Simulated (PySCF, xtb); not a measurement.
SnI2, SMILES [I][Sn][I] (connectivity only; charge and spin as stated), neutral, multiplicity 1.

GFN2-xTB (xtb) at its own geometry gives an orbital gap of 3.86 eV and a dipole moment of 9.47 D.

Coordinates come from a ωB97X-D3(BJ)/def2-SVP optimisation. The isomer is the one that the SMILES or the coordinates give; other isomers of the formula were not compared. The def2 effective core potentials stand for the cores of I, Sn; spin–orbit coupling is left out.

Task: What does r2SCAN/def2-TZVPD (PySCF) give? (An estimate is asked for; the answer gives what the named calculation found.)

Result: gap 2.72 eV (levels -6.52 and -3.80 eV), dipole 2.17 D.
